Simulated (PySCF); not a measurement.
Estimate the missing entries of this data sheet.

C3H7NS2Si.
SMILES: `C=N[SiH]1SCCS1`

| property | level | value |
| --- | --- | --- |
| point group | PBE0-D3(BJ)/def2-SVP | ? |
| rotational constants A, B, C | PBE0-D3(BJ)/def2-SVP | 2.264, 1.255, 0.907 GHz |
| dipole moment | CAM-B3LYP/def2-SVPD | 0.17 D |
| HOMO energy | CAM-B3LYP/def2-SVPD | -8.32 eV |
| LUMO energy | CAM-B3LYP/def2-SVPD | -0.06 eV |
| lowest singlet excitation | TDDFT CAM-B3LYP/def2-SVPD | 4.07 eV (304 nm, f = 0.000) |
| strongest line among the 10 lowest singlet transitions | TDDFT CAM-B3LYP/def2-SVPD | S10 at 7.00 eV (177 nm, f = 0.033) |
| lowest triplet excitation (Tamm–Dancoff) | TDA CAM-B3LYP/def2-SVPD | 3.48 eV |
| static isotropic polarisability | CAM-B3LYP/def2-SVPD | 107.5 au |
| vertical ionisation energy | ΔSCF CAM-B3LYP/def2-SVPD | 9.06 eV |
| electronic spatial extent ⟨r²⟩ about the centre of nuclear charge | CAM-B3LYP/def2-SVPD | 1319 bohr² |
| 13C chemical shifts (computed TMS as zero) by class | GIAO PBE0/pcSseg-1 | ? |
| 1H chemical shifts (computed TMS as zero) by class | GIAO PBE0/pcSseg-1 | ? |
| isotropic shieldings of nuclei other than C and H, by class | GIAO PBE0/pcSseg-1 | -166 (1 N), 318 (1 Si), 587 (2 S) ppm |

Electronic properties: PySCF, gas phase, density fitting. One conformer (not necessarily the lowest) at the PBE0-D3(BJ)/def2-SVP geometry, without solvent or vibrations. NMR classes are plain means over equivalent atoms (diastereotopic ones count apart unless rotation or inversion swaps them), as if these changed places fast; in this geometry the members of some classes differ.

(1) The 13C chemical shifts (computed TMS as zero) by class?

(2) What is the point group?

(3) Give the 1H chemical shifts (computed TMS as zero) by class.

## Answers

(1) 176.2 (1 C), 41.7 (2 C) ppm.

(2) C1.

(3) 8.54 (1 H), 8.50 (1 H), 5.58 (1 H), 2.99 (2 H), 2.81 (2 H) ppm.

The dipole matches unit charges of opposite sign 0.03 Å apart (1 e·Å = 4.8032 D). No computed singlet falls in the visible range (750 to 380 nm, 1.65 to 3.26 eV); S1 lies 0.81 eV above its blue end. The polarisability is 15.93 Å³ as a volume (1 au = 0.148185 Å³), or 1.38 au for each of the 78 electrons. The 10 singlets span 4.07 to 7.00 eV, and their oscillator strengths add up to 0.14. The principal polarisabilities are 87.7, 101.3 and 133.5 au; their mean is the isotropic value.
